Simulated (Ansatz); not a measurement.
Consider the substitution at a C–N bond: `C=C([SiH3])[NH][AlH2]` + HBr → `C=C([SiH3])Br` + `[NH2][AlH2]`.

Gas-phase electronic energies from Ansatz, PBE0-D4/def2-TZVP geometries. CCSD(T)/CBS adds triple-zeta CCSD(T) − MP2 to the extrapolated MP2 energy (def2 sets, frozen cores). This one scheme is used for every species. Functionals use def2-TZVPP. B3LYP here is the variant with VWN-RPA as its local correlation; programs differ in this. For Br outer-core shells are correlated without core-valence functions, which leaves a few kJ/mol of doubt a bond. Scalar relativity is left out up to krypton. One conformer a species, not always the lowest.

`C=C([SiH3])[NH][AlH2]`:

Z-matrix (Å, degrees):
```
Si
C 1 1.879
H 1 1.488 2 111.0
H 1 1.484 2 107.7 3 -120.0
H 1 1.488 2 111.0 3 120.0
N 2 1.392 1 119.7 3 -60.0
C 2 1.341 1 117.4 3 120.0
Al 6 1.787 2 132.1 1 -0.0
H 6 1.015 2 111.3 1 180.0
H 7 1.081 2 121.3 1 0.0
H 7 1.088 2 121.7 1 -180.0
H 8 1.580 6 115.3 2 -180.0
H 8 1.578 6 118.3 2 0.0
```

HBr:

Cartesian coordinates in Å:
```
Br -0.328 0.483 -0.405
H 0.328 -0.483 0.405
```

`C=C([SiH3])Br`:

```xyz
9

C     0.007   -1.421    0.678
C    -0.372   -0.482   -0.177
Si    0.299    1.257   -0.268
Br   -1.722   -0.861   -1.465
H    -0.418   -2.419    0.687
H     0.777   -1.198    1.410
H    -0.802    2.226   -0.045
H     0.892    1.491   -1.608
H     1.337    1.407    0.786
```

`[NH2][AlH2]`:

```xyz
6

N     0.234   -0.876   -0.241
Al   -0.207    0.773    0.213
H     0.962   -1.118   -0.894
H    -0.206   -1.708    0.116
H     0.597    1.964   -0.452
H    -1.381    0.965    1.258
```

```json
{"level": "PBE0-D4", "ΔE (kJ/mol)": "6.7", "difference from CCSD(T)/CBS": "11.0"}
{"level": "B3LYP-D4", "ΔE (kJ/mol)": "3.7", "difference from CCSD(T)/CBS": "8.0"}
{"level": "B2PLYP", "ΔE (kJ/mol)": "-3.6", "difference from CCSD(T)/CBS": "0.7"}
{"level": "PBE0", "ΔE (kJ/mol)": "2.9", "difference from CCSD(T)/CBS": "7.2"}
{"level": "MP2/def2-TZVPP", "ΔE (kJ/mol)": "-5.5", "difference from CCSD(T)/CBS": "-1.2"}
{"level": "SCS-MP2/def2-TZVPP", "ΔE (kJ/mol)": "-7.0", "difference from CCSD(T)/CBS": "-2.7"}
{"level": "CCSD/def2-TZVPP", "ΔE (kJ/mol)": "-2.4", "difference from CCSD(T)/CBS": "1.9"}
{"level": "CCSD(T)/def2-TZVPP", "ΔE (kJ/mol)": "-1.8", "difference from CCSD(T)/CBS": "2.5"}
{"level": "MP2/CBS(def2)", "ΔE (kJ/mol)": "-7.9", "difference from CCSD(T)/CBS": "-3.6"}
{"level": "CCSD/CBS(def2)", "ΔE (kJ/mol)": "-4.9", "difference from CCSD(T)/CBS": "-0.6"}
{"level": "CCSD(T)/CBS", "ΔE (kJ/mol)": "-4.3", "difference from CCSD(T)/CBS": "0"}
```

Largest T1 diagnostic among the species: 0.013.

The D4 term adds +6.3 kJ/mol with B3LYP and +3.8 kJ/mol with PBE0; it sums over pairs of atoms, weighted by their polarisabilities, and B3LYP, whose exchange is more repulsive, gets the larger term.
